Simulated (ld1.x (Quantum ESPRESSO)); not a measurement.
# Which setting gave this result? (hafnium (Hf), TM semilocal)

Base potential:

```json
{
 "Element": "hafnium",
 "Generator": "ld1.x (Quantum ESPRESSO) 7.5",
 "Type": "norm-conserving Troullier–Martins (semilocal form)",
 "Functional": "PBEsol",
 "Relativity": "scalar-relativistic",
 "Frozen core": "[Kr] 4d10 4f14",
 "Valence charge": "12",
 "Reference configuration": "5s2 5p6 5d2 6s1 6p0 (charge +1)",
 "Partial waves": "5p (bound): rc 1.95 bohr; 5d (bound): rc 2.50 bohr; 5s (bound): rc 1.70 bohr",
 "Local potential": "the s channel",
 "Core correction": "none"
}
```

Occupied shells without a wave of their own: 6s. They enter only through the test configuration that unscreens the potential.

Cutoffs, loose and tight: the cutoffs (Ry, on a coarse ladder) from which the occupation-weighted sum of valence levels, in a spherical-Bessel basis at the reference potential, stays within 10 and 1 mRy of its value at 400 Ry. They do not see the model core or the augmentation charge, which bear on the density cutoff. Test errors are all-electron minus pseudo excitation energies from the reference, over the configurations 5s2 5p6 5d2 6s2 6p0; 5s2 5p6 5d2 6s0 6p0; 5s2 5p6 5d1 6s0 6p0; 5s2 5p6 5d2.5 6s1.5 6p0; 5s2 5p6 5d0 6s0 6p0; 5s2 5p6 5d3 6s1 6p0; 5s2 5p5 5d2 6s2 6p0; variants that change the core or the reference have their own tests. The largest error is taken over the tests solved by every variant that gives reliable tests at all, those not shown here included: 5s2 5p5 5d2 6s2 6p0; 5s2 5p6 5d0 6s0 6p0; 5s2 5p6 5d1 6s0 6p0; 5s2 5p6 5d2 6s0 6p0; 5s2 5p6 5d2 6s2 6p0.

Only the scale of all radii (base = 1) is moved (4 further runs of the sweep failed or gave no value and are left out):

| scale of all radii (base = 1) | cutoff, loose | cutoff, tight | bound ghosts | largest test error (meV) | median size of the test errors |
| --- | --- | --- | --- | --- | --- |
| 0.75 | 90 Ry | 160 Ry | none | -389 | 110.6 meV |
| 0.82 | 80 Ry | 140 Ry | none | -753 | 272.2 meV |
| 0.91 | 60 Ry | 100 Ry | none | -1523 | 742.5 meV |
| 1.05 | 40 Ry | 60 Ry | none | -3345 | 1847.3 meV |
| 1.12 | 30 Ry | 50 Ry | none | -4931 | 2808.2 meV |

Task: One more run gave cutoff, loose: 55 Ry; cutoff, tight: 80 Ry; bound ghosts: none; largest test error (meV): -1804; median size of the test errors: 913.3 meV. Which value of the scale of all radii (base = 1) was used?

Result: 0.94. The median size of the test errors moves one way along this sweep, from 110.6 meV at 0.75 to 2808.2 meV at 1.12, which places the run between 0.91 and 1.05.
